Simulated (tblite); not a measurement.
Species: C3H10GeNP.
SMILES with atom numbers: `[CH3:1]/[N:2]=[CH:3]/[CH2:4][GeH2:5][PH2:6]` (hydrogens: H7, H8, H9 on C1; H10 on C3; H11, H12 on C4; H13, H14 on Ge5; H15, H16 on P6)

Computed with GFN2-xTB (tblite), gas phase: L-BFGS steps from a force-field or distance-geometry start until the largest atomic force falls under 0.01 eV/Å.

Step 53: E = -513.3211 eV
```
atom  x, y, z in Å  |  force x, y, z in eV/Å
C1     -1.7285    1.5231   -0.8130    0.001   0.043  -0.006
N2     -0.8277    0.4679   -0.4712   -0.006  -0.023  -0.022
C3     -1.2085   -0.5561    0.1501   -0.087  -0.002  -0.027
C4     -0.2184   -1.6305    0.3515   -0.013   0.040   0.029
Ge5     1.4919   -0.8878   -0.3513   -0.015  -0.052  -0.053
P6      2.3128    0.6845    1.1099    0.050   0.038  -0.002
H7     -1.3751    2.4575   -0.3792    0.058   0.025   0.059
H8     -1.7024    1.6380   -1.8974   -0.036   0.007  -0.016
H9     -2.7587    1.3416   -0.4883   -0.039  -0.036   0.032
H10    -2.2350   -0.6879    0.5210   -0.009  -0.007  -0.050
H11    -0.1450   -1.8942    1.4064    0.015   0.018   0.058
H12    -0.5514   -2.5344   -0.1625    0.049   0.050  -0.036
H13     2.4669   -2.0563   -0.3673    0.084  -0.033   0.015
H14     1.3711   -0.5045   -1.8046    0.014  -0.034   0.019
H15     1.6341    1.7325    0.5135    0.016  -0.018  -0.014
H16     3.4664    0.9155    0.3653   -0.081  -0.016   0.014
```

Step 54: E = -513.3239 eV
```
atom  x, y, z in Å  |  force x, y, z in eV/Å
C1     -1.7250    1.5269   -0.8080   -0.025   0.051  -0.007
N2     -0.8248    0.4702   -0.4698   -0.055  -0.094   0.031
C3     -1.2106   -0.5597    0.1412   -0.096   0.031  -0.078
C4     -0.2181   -1.6296    0.3535   -0.021   0.003   0.033
Ge5     1.4892   -0.8908   -0.3509    0.060  -0.022  -0.048
P6      2.3122    0.6854    1.1053    0.039   0.027   0.024
H7     -1.3687    2.4604   -0.3730    0.060   0.011   0.034
H8     -1.7107    1.6423   -1.8929   -0.001   0.012  -0.006
H9     -2.7541    1.3476   -0.4786   -0.047  -0.046   0.046
H10    -2.2431   -0.7007    0.4957    0.034   0.020  -0.054
H11    -0.1509   -1.8837    1.4119    0.024   0.022   0.038
H12    -0.5355   -2.5426   -0.1551    0.006   0.074  -0.023
H13     2.4654   -2.0601   -0.3603    0.070  -0.021   0.003
H14     1.3682   -0.5066   -1.8047    0.015  -0.049   0.029
H15     1.6338    1.7288    0.5048   -0.004   0.008  -0.018
H16     3.4651    0.9210    0.3639   -0.057  -0.027  -0.005
```

Step 55: E = -513.3262 eV
```
atom  x, y, z in Å  |  force x, y, z in eV/Å
C1     -1.7264    1.5302   -0.8040   -0.043   0.032  -0.001
N2     -0.8264    0.4702   -0.4729   -0.009   0.007  -0.009
C3     -1.2122   -0.5613    0.1326   -0.079  -0.039  -0.066
C4     -0.2177   -1.6271    0.3567   -0.011   0.001   0.013
Ge5     1.4900   -0.8960   -0.3504    0.116   0.013  -0.013
P6      2.3132    0.6854    1.1021    0.003  -0.001   0.051
H7     -1.3637    2.4606   -0.3661    0.047  -0.007   0.006
H8     -1.7223    1.6473   -1.8889    0.020   0.024   0.004
H9     -2.7547    1.3526   -0.4687   -0.025  -0.045   0.048
H10    -2.2459   -0.7051    0.4744   -0.034  -0.001  -0.007
H11    -0.1576   -1.8747    1.4173    0.033   0.027   0.025
H12    -0.5203   -2.5447   -0.1503   -0.046   0.050  -0.024
H13     2.4667   -2.0672   -0.3541    0.048  -0.003  -0.004
H14     1.3744   -0.5082   -1.8037    0.006  -0.062   0.030
H15     1.6329    1.7230    0.4969   -0.022   0.030  -0.021
H16     3.4624    0.9238    0.3620   -0.006  -0.025  -0.034
```

Q: Estimate the geometry and energy of step 56. (The exact step hangs on the optimiser's Hessian estimate; all steps are aligned on step 55, rigid shifts and turns removed.)

A: E = -513.3278 eV, largest force 0.119 eV/Å
```
atom  x, y, z in Å  |  force x, y, z in eV/Å
C1     -1.7238    1.5339   -0.7966   -0.038   0.015   0.003
N2     -0.8247    0.4730   -0.4649   -0.050  -0.058   0.033
C3     -1.2178   -0.5672    0.1229   -0.036   0.013  -0.080
C4     -0.2190   -1.6271    0.3601   -0.008  -0.011  -0.002
Ge5     1.4906   -0.8989   -0.3501    0.110   0.026   0.037
P6      2.3113    0.6893    1.0988   -0.016  -0.002   0.044
H7     -1.3536    2.4635   -0.3620    0.022  -0.018  -0.011
H8     -1.7233    1.6449   -1.8822    0.018   0.042   0.008
H9     -2.7519    1.3588   -0.4569   -0.002  -0.032   0.040
H10    -2.2587   -0.7198    0.4408    0.003   0.003  -0.002
H11    -0.1575   -1.8627    1.4248    0.020   0.034  -0.022
H12    -0.5148   -2.5512   -0.1395   -0.052   0.050  -0.006
H13     2.4659   -2.0725   -0.3552    0.039   0.010   0.000
H14     1.3801   -0.5057   -1.8011   -0.008  -0.065   0.011
H15     1.6315    1.7237    0.4866   -0.026   0.019  -0.012
H16     3.4582    0.9268    0.3573    0.023  -0.027  -0.040
```

The energy changes by -0.0015 eV. The first-order estimate −F·Δx gives -0.0025 eV and the mean of the old and new forces, exact on a quadratic surface, -0.0015 eV. The step makes an angle of 79° with the force vector and moves no atom by more than 0.039 Å.

What follows is the cost of the whole relaxation. Hardware: Arm Neoverse V1, one thread, shared host with 32 logical CPUs at a one-minute load of 11. Cost: 1.1 s of wall time.
